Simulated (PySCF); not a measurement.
Cd₂ at r²SCAN

Computed with r²SCAN; basis Cd def2-TZVPP with ECP28; scalar-relativistic core potentials; PySCF 2.14.

| Property | Result |
| --- | --- |
| state | ¹Σg⁺ (singlet), closed shell |
| bond length | 0.3348 nm |
| harmonic wavenumber | 42.8 cm⁻¹ |
| force constant | 0.0614 mdyn/Å |
| rotational constant Be | 0.02641 cm⁻¹ |
| anharmonicity ωexe | 0.646 cm⁻¹ |
| vibration–rotation constant αe | 0.000405 cm⁻¹ |
| well depth De to Cd + Cd | 1.9 kcal/mol |
| dissociation energy D0 | 1.9 kcal/mol |
| HOMO–LUMO gap | 3.81 eV |
| bond order (Mayer) | 0.23 |

Closed-shell solutions of metal pairs were not tested for spin polarisation, which can lower them a little. The bond is weak. Basis-set superposition, not corrected here, can be much of De in a small basis, most of all at correlated wavefunction levels. Functionals without a dispersion term scatter widely for such bonds, and LDA overbinds them.
